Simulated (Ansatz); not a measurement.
Consider the redistribution: `[SiH3][SiH2][GeH3]` + `CN[BH][GeH3]` → `CNB[SiH3]` + `[GeH3][SiH2][GeH3]`.

Program: Ansatz. Geometries: PBE0-D4/def2-TZVP. ΔE: electronic, gas phase. CCSD(T)/CBS is the MP2 limit (def2-TZVPP, def2-QZVPP) plus CCSD(T) − MP2 in def2-TZVPP, frozen cores. DFT in def2-TZVPP. B3LYP here is the variant with VWN-RPA as its local correlation; programs differ in this. For Ge outer-core shells are correlated without core-valence functions, which leaves a few kJ/mol of doubt a bond. Scalar relativity is left out up to krypton. Each species was taken in one conformer, which may not be the lowest.

(1) Is it downhill or uphill in electronic energy at CCSD(T)/CBS, and by how much? (Best estimate.)

(2) What do these levels give: PBE-D4, r2SCAN-D4, PBE0-D4, PBE, PBE0, B3LYP, HF/def2-TZVPP, MP2/def2-TZVPP, SCS-MP2/def2-TZVPP, CCSD(T)/def2-TZVPP, SCS-MP2/def2-QZVPP, CCSD/CBS(def2)? (Best estimate.)

Largest T1 diagnostic among the species: 0.014.

## Answers

(1) Ansatz gave: Downhill: ΔE = -5.0 kJ/mol.

(2) The calculation gave: PBE-D4 -6.3, r2SCAN-D4 -7.4, PBE0-D4 -6.4, PBE -7.7, PBE0 -7.7, B3LYP -9.7, HF/def2-TZVPP -10.9, MP2/def2-TZVPP -6.5, SCS-MP2/def2-TZVPP -7.4, CCSD(T)/def2-TZVPP -6.4, SCS-MP2/def2-QZVPP -6.8, CCSD/CBS(def2) -5.5 kJ/mol.

In def2-TZVPP, CCSD(T) changes the Hartree–Fock value by +4.5 kJ/mol (the triples alone add +0.5 kJ/mol) and MP2 by +4.3 kJ/mol.
